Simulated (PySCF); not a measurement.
Fractional electron number in Fe(2+) (iron, charge +2)

The 3d beta orbital of [Ar] 3d6 is emptied in steps (occupation f), with all orbitals relaxed, ending at [Ar] 3d5. Computed with PySCF 2.14 in aug-pcseg-2 (7s5p4d3f2g, 81 functions), with no relativity, point nucleus. The exact energy is a straight line in f; departures are measured from the line between the end points of the same method.

| f | LDA (eV) | PBE (eV) |
| --- | --- | --- |
| 1 | 0.000 | 0.000 |
| 0.9 | -0.728 | -0.709 |
| 0.7 | -1.717 | -1.669 |
| 0.5 | -2.064 | -2.003 |
| 0.3 | -1.749 | -1.695 |
| 0.1 | -0.756 | -0.731 |
| 0 | 0.000 | 0.000 |

```csv
method,E(f=0) − E(f=1) (eV),−ε at f=1 (eV),−ε at f=0.5 (eV)
LDA,31.877,23.829,31.780
PBE,31.669,23.829,31.593
```

Orbital energy along the path (eV):

```
  f      LDA      PBE
  1  -23.829  -23.829
0.9  -25.366  -25.335
0.7  -28.522  -28.420
0.5  -31.780  -31.593
0.3  -35.131  -34.840
0.1  -38.568  -38.145
  0  -40.315  -39.810
```

Reference removal energy between the ground levels: 30.651 ± 0.012 eV (measured; NIST Atomic Spectra Database, ionization energies). The calculation has no spin-orbit coupling. The determinant left behind need not be the lowest term of the ion.
